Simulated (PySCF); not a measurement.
Electron correlation in Bi⁺ (bismuth, charge +1)

[Xe] 4f14 5d10 6s2 6p2, high-spin 3P determinant. Computed with PySCF 2.14 in def2-QZVPPD with the def2 core potential (60 electrons) (8s6p5d4f1g, 88 functions), with a scalar-relativistic core potential. Frozen: 5s2 5p6 5d10; 4 electrons correlated.

| level | correlation energy (mhartree) |
| --- | --- |
| CCSD | -50.94 |
| (T) | -1.09 |
| CCSD(T) | -52.03 |

Diagnostics: T1 = 0.0060, D1 = 0.0152, largest double amplitude 0.069.

Spin-orbit coupling is strong in this species (close to jj coupling), so the high-spin LS determinant is a model state, not a physical level.

Cost of the coupled-cluster step: of the order of 17 core-seconds, for 4 correlated electrons.

Iterations:

```
CC2 = 0
CCSD nocc = (np.int64(3), np.int64(1)), nmo = (79, 79)
frozen orbitals [[0, 1, 2, 3, 4, 5, 6, 7, 8], [0, 1, 2, 3, 4, 5, 6, 7, 8]]
max_cycle = 100
direct = 0
conv_tol = 1e-08
conv_tol_normt = 1e-06
diis_space = 8
diis_start_cycle = 0
Init t2, MP2 energy = -0.0419935544359857
Init E_corr(UCCSD) = -0.041993554440693
cycle = 1  E_corr(UCCSD) = -0.048558765253478  dE = -0.00656521081  norm(t1,t2) = 0.0327881
cycle = 2  E_corr(UCCSD) = -0.050165363451983  dE = -0.0016065982  norm(t1,t2) = 0.0110179
cycle = 3  E_corr(UCCSD) = -0.0509471630762674  dE = -0.000781799624  norm(t1,t2) = 0.00438571
cycle = 4  E_corr(UCCSD) = -0.0509340994715741  dE = 1.30636047e-05  norm(t1,t2) = 0.000648168
cycle = 5  E_corr(UCCSD) = -0.0509366730566909  dE = -2.57358512e-06  norm(t1,t2) = 7.72757e-05
cycle = 6  E_corr(UCCSD) = -0.0509362766255643  dE = 3.96431127e-07  norm(t1,t2) = 1.08347e-05
cycle = 7  E_corr(UCCSD) = -0.0509364052621093  dE = -1.28636545e-07  norm(t1,t2) = 1.93107e-06
cycle = 8  E_corr(UCCSD) = -0.0509363712768937  dE = 3.39852156e-08  norm(t1,t2) = 2.87226e-07
cycle = 9  E_corr(UCCSD) = -0.0509363732848285  dE = -2.00793483e-09  norm(t1,t2) = 4.77931e-08
UCCSD converged
E(UCCSD) = -213.3439529587038  E_corr = -0.05093637328482853
UCCSD(T) correction = -0.00109297276055334
```

Spin-orbit coupling is strong in this species, so the high-spin LS determinant is a model state.
